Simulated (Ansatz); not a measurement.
Level of theory: frozen-core CCSD(T)/def2-TZVPP // BP86-D3(BJ)/def2-SVP in Ansatz (a quantum-chemistry and plane-wave program).

Ansatz 0.2 input:
```yaml
crystal:
  periodic: [false, false, false]
  atoms:
    - { symbol: Nb, position_ang: [-0.150615, 0.063292, -0.047425] }
    - { symbol: O, position_ang: [-0.339461, -1.343923, -1.018191] }
    - { symbol: N, position_ang: [-0.40839, -0.431836, 1.875215] }
    - { symbol: H, position_ang: [-0.619133, -1.377517, 2.214662] }
    - { symbol: H, position_ang: [-0.35459, 0.204007, 2.680008] }
    - { symbol: N, position_ang: [-1.522097, 1.41259, -0.599951] }
    - { symbol: H, position_ang: [-1.657805, 2.350472, -0.204538] }
    - { symbol: H, position_ang: [-2.214465, 1.264226, -1.343482] }
    - { symbol: N, position_ang: [1.691798, 0.793283, -0.328917] }
    - { symbol: H, position_ang: [2.09817, 1.626575, 0.112563] }
    - { symbol: H, position_ang: [2.391022, 0.376997, -0.955011] }
basis:
  gaussian: { orbitals: def2-TZVPP }
correlation:
  method: ccsd_t
```

Output:

```
Functional definition: HF
1636 factors; integrals over basis functions are off by at most 1.0e-3 eV
mean field evaluation 1: about -8105.9883 eV, gradient 7.9e1 eV
mean field evaluation 2: about -8106.1589 eV, gradient 8.0e1 eV
mean field evaluation 4: about -8117.2760 eV, gradient 1.7e1 eV
mean field evaluation 8: about -8117.8909 eV, gradient 1.3e0 eV
mean field evaluation 16: about -8117.8953 eV, gradient 3.8e-6 eV
mean field -8117.89526198 eV, -298.3271483706 hartree, gradient 3.8e-6 eV, S^2 0.000000; 0 other end points of the search recorded, 0 dependent functions left out
4 core orbitals not correlated
reference -8117.89526198 eV, -298.3271483706 hartree; 20, 20 occupied and 240, 240 virtual orbitals, 1636 factors
second order -37.54537174 eV of doubles, -0.00000000 eV of singles
cycle   1  -35.16719907 eV  change     2.4e0 eV  update   2.7e-1
cycle   2  -36.58554665 eV  change    -1.4e0 eV  update   1.8e-1
cycle   3  -36.94662248 eV  change   -3.6e-1 eV  update   4.7e-2
cycle   4  -36.98314285 eV  change   -3.7e-2 eV  update   2.1e-2
cycle   5  -36.95047422 eV  change    3.3e-2 eV  update   5.7e-3
cycle   6  -36.95153668 eV  change   -1.1e-3 eV  update   2.9e-3
cycle   7  -36.95151791 eV  change    1.9e-5 eV  update   8.8e-4
cycle   8  -36.95104103 eV  change    4.8e-4 eV  update   4.4e-4
cycle   9  -36.95138560 eV  change   -3.4e-4 eV  update   1.4e-4
cycle  10  -36.95149355 eV  change   -1.1e-4 eV  update   5.2e-5
cycle  11  -36.95141306 eV  change    8.0e-5 eV  update   2.4e-5
cycle  12  -36.95138947 eV  change    2.4e-5 eV  update   1.1e-5
perturbative correction -1.95589858 eV, -0.0718779470 hartree
Total energy: -8156.80255002 eV, -299.7569648340 hartree
```

Cost: roughly 14 core-minutes.
